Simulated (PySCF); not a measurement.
Stepwise substitution at one centre (Ga Cl-NH2). Gas-phase values, no solvent. One relaxed conformer stands for each flexible species; it need not be the lowest. Strings in code marks are SMILES.

Level of theory: PBE-D3(BJ)/def2-TZVP in PySCF. 

```tsv
species	S1 oscillator strength	HOMO–LUMO gap (eV)
0 of 3 Cl replaced by NH2	0.000	4.96
1 of 3 Cl replaced by NH2 (`[NH2][Ga]([Cl])[Cl]`)	0.017	?
2 of 3 Cl replaced by NH2 (`[NH2][Ga]([NH2])[Cl]`)	0.005	4.70
3 of 3 Cl replaced by NH2	0.012	?
```

**Question.** Some entries are withheld; supply them.

**Answer.** 
- 1 of 3 Cl replaced by NH2 (`[NH2][Ga]([Cl])[Cl]`), HOMO–LUMO gap (eV): 4.58
- 3 of 3 Cl replaced by NH2, HOMO–LUMO gap (eV): 4.61
